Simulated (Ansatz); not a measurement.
Al₃P₂⁺, relaxed as a singlet with RKS PBE-D4/def2-SVP in Ansatz, starting from the GFN1-xTB geometry. Force threshold 0.02 eV/Å.

The structure comes from a short search, and lower isomers may exist.

Start:

```xyz
5

Al   -2.289   -0.546   -0.827
Al    1.142    1.562    1.987
Al    0.129   -1.253   -1.654
P     1.390    0.365   -0.274
P    -0.372   -0.128    0.768
```

(1) Estimate the energy that the relaxation releases and the steps that it takes.

(2) Does the start keep its bonding?

(3) Predict the relaxed structure.

## Answers

(1) 0.13 eV, in 5 steps; 3.5 s on 4 threads of Arm Neoverse V1 on a shared host. The force fell under the threshold at step 4, but the optimiser went on. No frequencies were taken in this run, so the end may be a saddle point.

(2) By distances, no bond broke or formed. The bond that changes most is Al2–P5, from 2.58 to 2.70 Å (atoms count from 1).

(3) 
```xyz
5

Al   -2.405   -0.492   -0.827
Al    1.098    1.668    2.010
Al    0.149   -1.211   -1.634
P     1.450    0.305   -0.288
P    -0.291   -0.270    0.740
```
Bond lengths (bridged metal pairs left out): 5 × Al–P 2.41 to 2.70 Å; 1 × P–P 2.10 Å.
